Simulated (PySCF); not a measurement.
Ga(H)3, SMILES [GaH3] (H3Ga) (PBE0/def2-SVP optimised geometry):

```
4

Ga    -0.392     0.001     0.000
H     -1.177    -1.361     0.003
H     -1.179     1.361     0.000
H      1.179     0.001     0.000
```

Calculation: PySCF 2.14.0 with PBE0/def2-TZVP.

Task: What are the frontier orbital energies and the dipole moment?

Result: HOMO-2 -12.73 eV, HOMO-1 -8.59 eV, HOMO -8.59 eV, LUMO -1.82 eV, LUMO+1 1.19 eV; dipole moment 0.00 D.

Meta-Löwdin charges at PBE0/def2-TZVP: Ga1 0.22, H2 -0.07, H3 -0.07, H4 -0.07.
